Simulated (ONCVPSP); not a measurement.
**Building the ONCV potential for terbium (Tb) (PBE, scalar-relativistic).**

ONCVPSP 4.0.1 was run on this input:

```
# ATOM AND REFERENCE CONFIGURATION
# atsym  z   nc   nv     iexc    psfile
  Tb 65.00   10    3        4      upf
#
#   n    l    f
    1    0    2.00
    2    0    2.00
    2    1    6.00
    3    0    2.00
    3    1    6.00
    3    2   10.00
    4    0    2.00
    4    1    6.00
    4    2   10.00
    5    0    2.00
    4    3    9.00
    5    1    6.00
    6    0    1.50
#
# PSEUDOPOTENTIAL AND OPTIMIZATION
# lmax
    3
#
#   l,   rc,      ep,       ncon, nbas, qcut
    0    3.05    0.00    5    8    2.50
    1    1.95    0.00    4    7    8.90
    2    3.00    0.39    4    7    3.80
    3    1.45    0.00    4    9   10.10
#
# LOCAL POTENTIAL
# lloc, lpopt,  rc(5),   dvloc0
    4    4    1.25    3.00
#
# VANDERBILT-KLEINMAN-BYLANDER PROJECTORs
# l, nproj, debl
    0    1    1.50
    1    1    3.50
    2    1    0.70
    3    2    3.70
#
# MODEL CORE CHARGE
# icmod, fcfact, rcfact
    0    0.00    0.00
#
# LOG DERIVATIVE ANALYSIS
# epsh1, epsh2, depsh
   -3.00    5.00    0.02
#
# OUTPUT GRID
# rlmax, drl
    6.00    0.01
#
# TEST CONFIGURATIONS
# ncnf
    4
# nvcnf
#   n    l    f
    3
    4    3    9.00
    5    1    6.00
    6    0    2.00
#
    3
    4    3    9.00
    5    1    6.00
    6    0    1.00
#
    3
    4    3    9.00
    5    1    6.00
    6    0    0.00
#
    4
    4    3    9.00
    5    1    6.00
    6    0    0.00
    6    1    1.00
#
```

Command:

```bash
oncvpsp.x < Tb.dat > Tb.out
```

Resulting log (shortened: citation, most of the input echo, consistency checks and plot data are left out):

```
[... start of the log left out ...]
   1   0       -0.225590       -0.223716     19.96

   2   1       -1.024571       -1.024501     40.33

   3   2       -0.146556       -0.145236     20.18

   4   3       -0.222468       -0.220899    233.67

 Testing for highly-localized positive-energy ghosts
       l    <radius>/rc     E Basis Diag.   E Cutoff

Test configuration 0

   n   l     f        eae           eps        diff
   1   0  2.0000-1906.01457014
   2   0  2.0000 -316.04646501
   2   1  6.0000 -280.82531825
   3   0  2.0000  -70.18307730
   3   1  6.0000  -59.32312669
   3   2 10.0000  -45.18268685
   4   0  2.0000  -13.98855537
   4   1  6.0000  -10.41405933
   4   2 10.0000   -5.51008231
   5   0  2.0000   -1.85725074
   4   3  9.0000   -0.22246918   -0.22246807    1.12D-06
   5   1  6.0000   -1.02456762   -1.02457117   -3.55D-06
   6   0  1.5000   -0.22558979   -0.22558990   -1.07D-07

    Total energies and differences
      AE_ref= -1.17088510D+04  AE_tst= -1.17088510D+04  dif=  0.00D+00
      PS_ref= -9.47273699D+01  PS_tst= -9.47273699D+01  dif= -1.01D-10
      PSP excitation error=  1.01D-10

Test configuration 1

sratom123: lschfb convergence ERROR n,l,iter=   4   3   4
```

The run stopped because the all-electron bound-state solver failed for one shell.

The run took about 2.5 s on one core of a shared server CPU.
